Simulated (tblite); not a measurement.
Compound: C6H13BF2O.
Numbering: `[CH3:1][BH:2][C@@H:3]([O:4][CH:5]([CH3:6])[CH3:7])[CH:8]([F:9])[F:10]` (hydrogens: H11, H12, H13 on C1; H14 on B2; H15 on C3; H16 on C5; H17, H18, H19 on C6; H20, H21, H22 on C7; H23 on C8)

Computed with GFN2-xTB (tblite), gas phase: L-BFGS steps from a force-field or distance-geometry start until the largest atomic force falls under 0.01 eV/Å.

Geometry at step 39:
```
atom  x, y, z in Å
C1      3.2852    0.6867   -0.0811
B2      1.8217    0.6865    0.4585
C3      0.7413   -0.4521    0.1273
O4     -0.3521    0.1836   -0.5262
C5     -1.6518    0.0961    0.0431
C6     -2.6054   -0.5548   -0.9580
C7     -2.1069    1.4974    0.4468
C8      1.1537   -1.6182   -0.7801
F9      0.1531   -2.5336   -0.8468
F10     2.2189   -2.2964   -0.2866
H11     3.2147    1.0001   -1.1254
H12     3.7699   -0.2860   -0.1000
H13     3.9424    1.3894    0.4266
H14     1.3973    1.5914    1.0690
H15     0.4018   -0.9153    1.0665
H16    -1.6142   -0.5255    0.9443
H17    -2.3587   -1.6035   -1.0777
H18    -2.5260   -0.0731   -1.9245
H19    -3.6245   -0.4657   -0.6035
H20    -3.0566    1.4423    0.9690
H21    -1.3639    1.9508    1.0977
H22    -2.2191    2.1233   -0.4308
H23     1.3745   -1.2964   -1.8062
```

Problem. Give the atomic forces at this geometry.

Solution. 
```json
{"atom": "C1", "Fx (eV/Å)": "-0.047", "Fy (eV/Å)": "-0.020", "Fz (eV/Å)": "-0.021"}
{"atom": "B2", "Fx (eV/Å)": "-0.019", "Fy (eV/Å)": "-0.046", "Fz (eV/Å)": "0.008"}
{"atom": "C3", "Fx (eV/Å)": "-0.031", "Fy (eV/Å)": "-0.013", "Fz (eV/Å)": "-0.003"}
{"atom": "O4", "Fx (eV/Å)": "0.058", "Fy (eV/Å)": "0.126", "Fz (eV/Å)": "-0.175"}
{"atom": "C5", "Fx (eV/Å)": "0.024", "Fy (eV/Å)": "-0.016", "Fz (eV/Å)": "0.046"}
{"atom": "C6", "Fx (eV/Å)": "0.055", "Fy (eV/Å)": "0.022", "Fz (eV/Å)": "0.053"}
{"atom": "C7", "Fx (eV/Å)": "-0.021", "Fy (eV/Å)": "-0.003", "Fz (eV/Å)": "0.006"}
{"atom": "C8", "Fx (eV/Å)": "-0.027", "Fy (eV/Å)": "0.027", "Fz (eV/Å)": "0.064"}
{"atom": "F9", "Fx (eV/Å)": "-0.067", "Fy (eV/Å)": "-0.062", "Fz (eV/Å)": "-0.029"}
{"atom": "F10", "Fx (eV/Å)": "0.106", "Fy (eV/Å)": "0.062", "Fz (eV/Å)": "0.005"}
{"atom": "H11", "Fx (eV/Å)": "0.078", "Fy (eV/Å)": "0.047", "Fz (eV/Å)": "-0.006"}
{"atom": "H12", "Fx (eV/Å)": "-0.036", "Fy (eV/Å)": "-0.027", "Fz (eV/Å)": "0.024"}
{"atom": "H13", "Fx (eV/Å)": "-0.033", "Fy (eV/Å)": "-0.027", "Fz (eV/Å)": "-0.064"}
{"atom": "H14", "Fx (eV/Å)": "0.028", "Fy (eV/Å)": "-0.032", "Fz (eV/Å)": "0.003"}
{"atom": "H15", "Fx (eV/Å)": "-0.010", "Fy (eV/Å)": "0.002", "Fz (eV/Å)": "0.070"}
{"atom": "H16", "Fx (eV/Å)": "0.007", "Fy (eV/Å)": "-0.098", "Fz (eV/Å)": "0.113"}
{"atom": "H17", "Fx (eV/Å)": "0.026", "Fy (eV/Å)": "-0.095", "Fz (eV/Å)": "-0.025"}
{"atom": "H18", "Fx (eV/Å)": "0.047", "Fy (eV/Å)": "0.129", "Fz (eV/Å)": "-0.082"}
{"atom": "H19", "Fx (eV/Å)": "-0.127", "Fy (eV/Å)": "-0.025", "Fz (eV/Å)": "0.049"}
{"atom": "H20", "Fx (eV/Å)": "-0.040", "Fy (eV/Å)": "0.024", "Fz (eV/Å)": "0.032"}
{"atom": "H21", "Fx (eV/Å)": "-0.022", "Fy (eV/Å)": "0.005", "Fz (eV/Å)": "0.032"}
{"atom": "H22", "Fx (eV/Å)": "-0.003", "Fy (eV/Å)": "0.030", "Fz (eV/Å)": "-0.095"}
{"atom": "H23", "Fx (eV/Å)": "0.054", "Fy (eV/Å)": "-0.010", "Fz (eV/Å)": "-0.008"}
```

The largest, 0.22 eV/Å, acts on O4; the rms over all components is 0.056 eV/Å. The forces sum to zero within rounding, as they must for an isolated molecule in no field.

Problem. Give the force on O4 in Eh/bohr and in nN.

Solution. 0.223 eV/Å ÷ 51.422 = 0.00434 Eh/bohr, and 0.223 eV/Å × 1.602 = 0.36 nN.

Problem. How far is this geometry from the end of the optimisation?

Solution. 0.067 eV above it, and 0.603 Å rms away after alignment. The bonds farthest from their final lengths, with half the difference of the two atoms' forces along the bond (positive lengthens):

| bond | now (Å) | final (Å) | force along bond (eV/Å) |
| --- | --- | --- | --- |
| O4–C5 | 1.422 | 1.432 | +0.06 |
| C6–H18 | 1.083 | 1.087 | +0.08 |
| C6–H19 | 1.083 | 1.087 | +0.08 |
| C8–F9 | 1.358 | 1.361 | +0.05 |
| C3–O4 | 1.424 | 1.420 | +0.04 |
| C6–H17 | 1.084 | 1.087 | +0.06 |

The angle farthest from its final value is B2–C3–O4, 107.2° against 101.1°.

What follows is the cost of the whole relaxation. On an Intel Xeon at 2.50 GHz with one thread, on a shared host, this took 4.5 s wall.
